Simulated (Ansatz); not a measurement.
AlF₂HSe, SMILES `[F][Al]([F])[SeH]` at its PBE0-D4/def2-TZVP geometry, where that method's forces vanish. Charge 0, multiplicity 1.

```xyz
5

F    -0.0934   -2.1762   -0.3406
Al   -0.2219   -0.6034    0.0933
F    -1.3215   -0.1756    1.2290
Se    1.1327    0.9495   -0.8945
H     0.5041    2.0057   -0.0873
```

Question: What forces (eV/Å) does ωB97M-V/def2-TZVPP give on these atoms in Ansatz? (Estimate.)

Answer: The calculation gave: 
```
F1   0.010 -0.105 -0.030
Al2  0.101  0.120 -0.073
F3  -0.069  0.032  0.072
Se4 -0.085  0.032  0.087
H5   0.043 -0.079 -0.056
```
